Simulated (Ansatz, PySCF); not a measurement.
HO₃S, SMILES O=[SH]([O-])=O, charge -1.

Geometry: B3LYP-D3(BJ)/def2-SVPD.

Estimates of the vertical detachment energy (IE) of the anion in eV. Rows of orbital energies are one-electron estimates, which approximate functionals can put far too low.

```json
[
 {"level": "−ε(HOMO), −ε(LUMO), HF/def2-TZVPD (PySCF)", "IE": "6.51"},
 {"level": "−ε(HOMO), −ε(LUMO), PBE/def2-TZVPD (PySCF)", "IE": "0.75"},
 {"level": "ADC(2)/aug-cc-pVDZ (PySCF)", "IE": "3.21"},
 {"level": "ΔSCF, CAM-B3LYP/def2-SVPD (Ansatz), final states of multiplicity 2", "IE": "(withheld)"},
 {"level": "ΔSCF, PBE/def2-SVPD (Ansatz), final states of multiplicity 2", "IE": "4.30"}
]
```

### Question
What belongs in the gaps? (Estimate from the structure and the level; the computed values follow.)

### Answer

- ΔSCF, CAM-B3LYP/def2-SVPD (Ansatz, an electronic-structure program), final states of multiplicity 2, IE: 4.96

### Question
What vertical singlet–triplet gap does ΔSCF give with CAM-B3LYP/def2-SVPD (Ansatz) and with PBE/def2-SVPD (Ansatz)? (An estimate is asked for; the answer gives what the named calculation found.)

### Answer
5.81 and 5.10 eV (triplet above singlet where positive).

### Question
Beyond the first one, list the lowest photoelectron lines from ADC(2)/aug-cc-pVDZ (PySCF 2.14.0) with their pole strengths (two spins summed). (Estimate from the structure and the level; the computed values follow.)

### Answer
4.57 eV (1.70), 4.57 eV (1.70), 4.65 eV (1.74), 5.43 eV (1.70), 5.43 eV (1.70).
